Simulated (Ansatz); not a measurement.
Ge5H4⁺, relaxed as a doublet with UKS r2SCAN-D4/def2-SVP in Ansatz, starting from the GFN1-xTB geometry. Force threshold 0.02 eV/Å.

The structure comes from a short search, and lower isomers may exist.

Start:

Cartesian coordinates in Å:
```
Ge -2.0866 0.2203 -0.7831
Ge 1.0610 0.6469 2.1801
Ge -0.8156 -0.4254 1.1115
Ge -0.0305 0.8976 -1.7989
Ge 1.3381 -0.2787 -0.2277
H -2.6045 -1.0882 -1.3618
H 1.5177 -1.6891 -0.7815
H 1.5611 -0.6198 2.9148
H 0.0593 2.3364 -1.2535
```

| step | energy (eV) | largest force component (eV/Å) | SCF passes |
| --- | --- | --- | --- |
| 1 | -282612.2852 | 0.859 | 33 |
| 2 | -282612.5900 | 0.202 | 36 |
| 3 | -282612.6441 | 0.178 | 35 |
| 4 | -282612.7226 | 0.208 | 34 |
| 5 | -282612.7795 | 0.142 | 32 |
| 6 | -282612.7863 | 0.426 | 33 |
| 7 | -282612.8086 | 0.235 | 27 |
| 8 | -282612.8124 | 0.192 | 27 |
| 9 | -282612.8196 | 0.079 | 28 |
| 10 | -282612.8240 | 0.086 | 27 |
| 11 | -282612.8336 | 0.140 | 33 |
| 13 | -282612.8911 | 0.229 | 37 |
| 15 | -282612.9643 | 0.533 | 26 |
| 17 | -282613.0139 | 0.278 | 33 |
| 19 | -282613.1300 | 0.344 | 30 |
| 21 | -282613.3581 | 0.514 | 27 |
| 23 | -282613.5516 | 0.680 | 28 |
| 25 (rejected) | -282613.5109 | 0.537 | 28 |
| 27 | -282613.6123 | 0.126 | 24 |
| 29 | -282613.6184 | 0.037 | 24 |
| 31 | -282613.6193 | 0.016 | 24 |

Force components are those of the run's own axes.

End:

```xyz
9

Ge   -1.7441    0.0264   -0.8663
Ge    0.7024    0.7109    1.3582
Ge   -1.3305   -0.6877    1.4576
Ge    0.4375    1.1824   -1.4075
Ge    0.5119   -1.0737   -0.3522
H    -2.5180   -0.8215   -1.8894
H     1.4702   -2.2232   -0.6277
H     2.0750    0.9135    1.9971
H     0.3955    1.9728    0.3302
```

Bonds lost: Ge4–H9 (atoms count from 1). Bonds formed: Ge1–Ge5, Ge2–Ge4, Ge2–H9 (atoms count from 1).

No frequencies were taken in this run, so the end may be a saddle point.

Hardware: 4 threads of Arm Neoverse V1 on a shared host. Wall time 4.8 min.
